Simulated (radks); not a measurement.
Values are calculated unless marked as measured or tabulated.
The krypton ion Kr12+, configuration [Ar] 3d6. Code: a radial shooting solver on a logarithmic mesh with Libxc functionals. Model: scalar-relativistic Kohn-Sham, r2SCAN, spin-polarised, spherical densities, finite nucleus; open shells are filled with parallel spins first; meta-GGA in the generalised Kohn-Sham scheme; Fermi nuclear charge, rms radius 4.1884 fm.

Normalised radial functions P(r) = r R(r), r in bohr:

r,3p up
0.002603,0.0045
0.003336,0.0072
0.004274,0.0113
0.005477,0.0177
0.007019,0.0277
0.008995,0.0431
0.01153,0.0666
0.01489,0.1031
0.01908,0.1550
0.02445,0.2285
0.03133,0.3279
0.04015,0.4540
0.05145,0.5999
0.06593,0.7443
0.08449,0.8451
0.1083,0.8396
0.1399,0.6473
0.1792,0.2369
0.2297,-0.3589
0.2943,-0.9950
0.3771,-1.4466
0.4833,-1.5278
0.6193,-1.2335
0.7936,-0.7531
1.017,-0.3320
1.314,-0.0937
1.684,-0.0166
2.157,-0.0016
2.765,-0.0001
3.543,0.0000

3p up: eigenvalue -496.03 eV, 1 radial node at r = 0.199 bohr, <r> = 0.505 bohr, 90 % of the charge inside 0.758 bohr.
